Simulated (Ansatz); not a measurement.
The cation of `[OH2+][B-](Cl)(Cl)Cl` at the neutral geometry.

```yaml
crystal:
  periodic: [false, false, false]
  atoms:
    - {symbol: O, position_ang: [-0.178450, 0.458837, 0.922983]}
    - {symbol: B, position_ang: [-0.112412, -0.352861, -0.519350]}
    - {symbol: Cl, position_ang: [1.228175, -1.549360, -0.228094]}
    - {symbol: Cl, position_ang: [-1.732217, -1.076764, -0.750851]}
    - {symbol: Cl, position_ang: [0.308435, 0.974362, -1.692198]}
    - {symbol: H, position_ang: [0.519505, 0.090063, 1.486858]}
    - {symbol: H, position_ang: [0.028163, 1.387823, 0.734953]}
basis:
  gaussian: {orbitals: def2-TZVPP}
total_charge: 1
magnetization: {spin_polarized: true, initial_magnetization: 1}
hamiltonian: {xc: {name: B3LYP}, dispersion: d4}
```

```sh
$ ansatz run in.yaml --threads 2 --pin off --events-out ev --progress --plain --max-ram 20480MiB --backend cpu
```

Output, abridged:

```
Functional definition: B3LYP
1377 factors; their error is unknown
mean field evaluation 1: about -40312.2800 eV, gradient 5.0e1 eV
mean field evaluation 2: about -40281.1312 eV, gradient 9.3e1 eV
mean field evaluation 4: about -40320.4257 eV, gradient 6.2e0 eV
mean field evaluation 8: about -40320.5976 eV, gradient 1.8e-1 eV
mean field evaluation 16: about -40320.6747 eV, gradient 3.0e-3 eV
mean field -40320.67473479 eV, -1481.7574661686 hartree, gradient 1.3e-5 eV, S^2 0.754181; 6 other end points of the search recorded, 0 dependent functions left out
reference -40320.67498748 eV, -1481.7574754548 hartree; 33, 32 occupied and 183, 184 virtual orbitals, 1377 factors
Total energy: -40321.00837612 eV, -1481.7697272612 hartree
```

Hardware: 2 threads of an AMD EPYC 7R13 on a shared host. Wall time 16 s, peak host memory 0.83 GiB.
